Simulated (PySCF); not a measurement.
An unknown is described by computed data only.

Formula: C4H12AlN.

- Rotational structure: rotational constants A, B, C: 3.562, 2.045, 1.490 GHz [PBE0-D3(BJ)/def2-SVP]
- 13C NMR: chemical shifts (computed TMS as zero) by class: 60.7 (1 C), 43.4 (1 C), 26.7 (1 C), 14.8 (1 C) ppm [GIAO KT3/pcSseg-1]
- Polarisability: 87.6 au [wB97X-D/def2-SVPD]
- 1H NMR: chemical shifts (computed TMS as zero) by class: 4.34 (2 H), 2.92 (2 H), 2.91 (3 H), 1.91 (2 H), 1.06 (3 H) ppm [GIAO KT3/pcSseg-1]
- UV, first state: lowest singlet excitation: 5.08 eV (244 nm, f = 0.110) [TDDFT wB97X-D/def2-SVPD]
- NMR, other nuclei: isotropic shieldings of nuclei other than C and H, by class: 153 (1 N), 386 (1 Al) ppm [GIAO KT3/pcSseg-1]
- Dipole: 1.12 D [wB97X-D/def2-SVPD]
- Triplet: lowest triplet excitation (Tamm–Dancoff): 4.28 eV [TDA wB97X-D/def2-SVPD]
- XPS: C1s 290.5, C1s 290.5, C1s 291.2, C1s 291.2, N1s 403.8, Al1s 1566.2 eV [ΔSCF SCAN, pcX-2 on the ionised atom, pcseg-1 elsewhere, spin-free X2C]
- Valence photoelectron: vertical ionisation energy: 8.26 eV [ΔSCF wB97X-D/def2-SVPD]

Electronic properties: PySCF, gas phase, density fitting. Levels stand in brackets. Isolated species at its PBE0-D3(BJ)/def2-SVP geometry (one conformer only). Each NMR value is the plain mean over a class of atoms that symmetry, rotation or inversion makes alike.

Task: Give a SMILES that accounts for the data.

Result: Numbering: `[CH3:1][CH2:2][CH2:3][N:4]([CH3:5])[AlH2:6]`. 4 carbons fall into 4 classes; from least to most shielded: sp3 carbon bound to nitrogen [C3] (60.7 ppm), N-methyl carbon [C5] (43.4 ppm), chain CH2 carbon [C2] (26.7 ppm), methyl carbon [C1] (14.8 ppm). Hydrogen classes from least to most shielded: 2 H on an aluminium bonded to N and 2 H, Al6 (4.34 ppm), 2 H on an sp3 carbon bound to nitrogen, C3 (2.92 ppm, a mean of values up to 0.9 ppm apart in this geometry), 3 H on an N-methyl carbon, C5 (2.91 ppm, a mean of values up to 1.1 ppm apart in this geometry), 2 H on a chain CH2 carbon, C2 (1.91 ppm, a mean of values up to 0.5 ppm apart in this geometry), 3 H on a methyl carbon, C1 (1.06 ppm, a mean of values up to 0.8 ppm apart in this geometry). The other shieldings belong to: 153 ppm, nitrogen bonded to Al and 2 C [N4]; 386 ppm, aluminium bonded to N and 2 H [Al6]. The core levels belong to: C1s 290.5 eV, methyl carbon [C1]; C1s 290.5 eV, chain CH2 carbon [C2]; C1s 291.2 eV, sp3 carbon bound to nitrogen [C3]; C1s 291.2 eV, N-methyl carbon [C5]; N1s 403.8 eV, nitrogen bonded to Al and 2 C [N4]; Al1s 1566.2 eV, aluminium bonded to N and 2 H [Al6]. The hole state at 79.7 eV has ⟨S²⟩ = 0.82 against 0.75, so that value is less sure. The first electron is taken from the HOMO, whose largest Löwdin shares are 0.55 on the nitrogen bonded to Al and 2 C, 0.10 on the N-methyl carbon, 0.10 on the sp3 carbon bound to nitrogen and 0.08 on the aluminium bonded to N and 2 H. The optimised geometry has point group C1 and is an asymmetric top. Structure: `CCC[N](C)[AlH2]`. Computed isomers that give other values at the same levels: `C[N@H+]([AlH3-])C1CC1` (13C chemical shifts (computed TMS as zero) by class: 37.1 (1 C), 34.6 (1 C), 10.0 (1 C), 7.1 (1 C) ppm); `C=CC[N@@H+](C)[AlH3-]` (13C chemical shifts (computed TMS as zero) by class: 128.9 (1 C), 119.3 (1 C), 54.6 (1 C), 34.5 (1 C) ppm); `C/C=C\[CH2][AlH2-][NH3+]` (13C chemical shifts (computed TMS as zero) by class: 135.5 (1 C), 107.2 (1 C), 16.9 (1 C), 14.9 (1 C) ppm). The assignments are read from this structure; whether some other isomer fits the data as well wasn't checked.

Conformer computed: `[CH3:1][CH2:2][CH2:3][N:4]([CH3:5])[AlH2:6]`: C1–C2–C3–N4 -67°, C2–C3–N4–C5 169°.
